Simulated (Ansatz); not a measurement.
Relaxation of the cluster Rb3Cl3⁻ with UKS PBE0-D4/def2-SVPD.

```sh
$ ansatz run in.yaml --threads 4 --pin off --events-out ev --progress --plain --max-ram 4787MiB
```

```yaml
crystal:
  periodic: [false, false, false]
  atoms:
    - {symbol: Rb, position_ang: [-0.286930, -2.114620, 1.181290]}
    - {symbol: Rb, position_ang: [2.236720, 0.927050, 0.256920]}
    - {symbol: Rb, position_ang: [-0.734630, -0.088970, -2.312280]}
    - {symbol: Cl, position_ang: [1.081840, 0.000380, 2.936530]}
    - {symbol: Cl, position_ang: [-2.796510, -1.362840, -0.418100]}
    - {symbol: Cl, position_ang: [0.499510, 2.638990, -1.644360]}
basis:
  gaussian: {orbitals: def2-SVPD}
total_charge: -1
magnetization: {spin_polarized: true, initial_magnetization: 1}
hamiltonian: {xc: pbe0, dispersion: d4}
scf: {lower_state_search: "off"}
output: {orbitals: {seedname: orbitals}}
relax: {f_tol: 0.02, max_steps: 100}
```

Run time 33 s (4 threads of Arm Neoverse V1 on a shared host), peak host memory 0.6 GiB.

Positions (Å) and forces (eV/Å) at steps 1, 2, 4, 5 of 5:

```xyz
6
step=1 energy=-39521.2291 eV
Rb   -0.287   -2.115    1.181   -0.113   -0.180    0.201
Rb    2.237    0.927    0.257    0.182    0.225    0.048
Rb   -0.735   -0.089   -2.312   -0.177    0.063   -0.222
Cl    1.082    0.000    2.937    0.062   -0.045    0.065
Cl   -2.797   -1.363   -0.418   -0.029   -0.071   -0.047
Cl    0.500    2.639   -1.644    0.076    0.008   -0.045
6
step=2 energy=-39521.3456 eV
Rb   -0.375   -2.214    1.322   -0.056    0.007    0.065
Rb    2.348    1.074    0.321   -0.009    0.088    0.025
Rb   -0.860   -0.029   -2.447   -0.073    0.047   -0.013
Cl    1.132   -0.040    2.942    0.050   -0.051   -0.007
Cl   -2.790   -1.417   -0.452    0.028   -0.054   -0.040
Cl    0.545    2.626   -1.687    0.061   -0.038   -0.030
6
step=4 energy=-39521.3823 eV
Rb   -0.473   -2.173    1.419   -0.007   -0.019    0.016
Rb    2.316    1.197    0.392    0.020    0.017    0.003
Rb   -0.971    0.060   -2.447   -0.013    0.002   -0.023
Cl    1.269   -0.141    2.985    0.001   -0.001    0.004
Cl   -2.799   -1.563   -0.538   -0.002   -0.001   -0.001
Cl    0.658    2.620   -1.811    0.002    0.001    0.000
6
step=5 energy=-39521.3833 eV
Rb   -0.496   -2.195    1.455    0.003    0.010   -0.007
Rb    2.342    1.236    0.411   -0.011   -0.006   -0.002
Rb   -1.004    0.076   -2.479    0.005   -0.001    0.011
Cl    1.279   -0.152    2.978   -0.002    0.000   -0.007
Cl   -2.789   -1.573   -0.546    0.007    0.003    0.001
Cl    0.669    2.608   -1.818   -0.001   -0.007    0.004
```

In the def2 sets Rb takes a core potential; there is no spin–orbit coupling. The highest occupied level of the charge -1 doublet lies above zero (up to 0.24 eV). It is a level of α spin, whose loss leaves a singlet; that state wasn't run at this geometry and level. The electron is either unbound and held by the finite basis, or the level is raised by self-interaction error. The relaxation made no stability test and no search for a lower SCF solution. Another isomer (doublet) lies 0.29 eV lower at PBE0-D4/def2-TZVPD; other spin states weren't run for this one.
